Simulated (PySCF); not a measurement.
Species: C4H9FNSi2 (doublet state).
Geometry (GFN2-xTB, Å), atoms numbered from 1 in this order:
```xyz
17
C4H9FNSi2 angstrom
C      3.249   -0.050    0.048
Si     1.663   -0.934    0.344
C      0.264    0.393    0.261
C     -1.121   -0.197    0.484
F     -1.139   -0.893    1.701
Si    -2.506    1.163    0.621
C     -1.476   -1.102   -0.573
N     -1.802   -1.772   -1.443
H      3.590    0.761    0.667
H      3.925   -0.324   -0.741
H      1.401   -1.931   -0.695
H      1.596   -1.521    1.687
H      0.268    0.889   -0.709
H      0.442    1.158    1.019
H     -2.093    2.003    1.742
H     -2.495    1.884   -0.649
H     -3.772    0.486    0.875
```

The hyperfine couplings belong to this conformer and change with its torsions.

As a line formula: `C([SiH2][CH2])[C@@]([SiH3])(C#N)F` [radical].

Computed, not measured: UKS B3LYP, pcH-1 on C F H N Si, non-relativistic, mean-field spin-orbit, GIAO (PySCF 2.14.0). Geometry: GFN2-xTB, one conformer, isolated molecule. A GFN2-xTB geometry isn't a minimum of the functional, and hyperfine couplings can be far from their values at a DFT geometry. No stability test was run, so a lower SCF solution isn't excluded.

The largest Mulliken spin population is on C1 (+1.05). The angles at C1 add up to 360.0°, so it is planar; its axial dipolar tensor and the negative couplings of its protons fit spin in a p orbital normal to that plane.

McConnell's relation a(H) = Q·ρ ties the coupling of a proton on a planar π carbon to the spin population of that carbon. What Q do the computed values give?

```csv
H,C,ρ(C),a(H) (G),a/ρ (G)
H9,C1,+1.047,-20.63,-19.7
H10,C1,+1.047,-20.91,-20.0
```

These protons share one ρ (within 0.01), so their mean ratio, Q = -19.8 G, is no test of linearity. In McConnell's picture π spin on carbon polarises the C–H bond and leaves opposite spin at the proton, which makes Q negative, as found here.

Couplings in gauss use g_iso = 2.0026.
